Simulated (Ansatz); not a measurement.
Coupled-cluster diagnostics for the cluster Al5H, Ansatz.

Geometry of the singlet (PBE0-D4/def2-SVP):

Cartesian coordinates in Å:
```
Al 0.091 0.769 0.433
Al -1.019 -1.445 1.502
Al -1.591 -0.530 -1.050
Al 0.511 0.122 -2.219
Al 2.375 0.768 -0.648
H -0.366 0.317 1.982
```

Correlated methods freeze 25 core orbitals. Another isomer (singlet) lies 0.16 eV lower at PBE0-D4/def2-TZVP; other spin states weren't run for this one.

Q: Estimate the CCSD(T) correlation energy, the shares of MP2 and (T), T1 and the reference's ⟨S²⟩ for: charge 0, singlet, own geometry in def2-TZVPP; and the rough time on 2 threads of Intel Xeon Platinum 8375C on a shared host.

A: 
```json
{"state": "charge 0, singlet, own geometry", "basis": "def2-TZVPP", "correlation (eV)": "-12.441", "MP2 share (%)": "85.9", "(T) share (%)": "9.4", "T1": "0.037", "⟨S²⟩ (pure)": "0.00 (0.00)", "wall time": "44 s", "remarks": "large T1, restricted SCF unstable"}
```
Customary marks for T1 are 0.02 (closed shells), 0.045 (open shells) and about 0.05 (3d metals). T1 exceeds 0.02 in 1 of 1 rows and 0.045 in 0; the higher it lies, the less the single-reference result can be trusted.
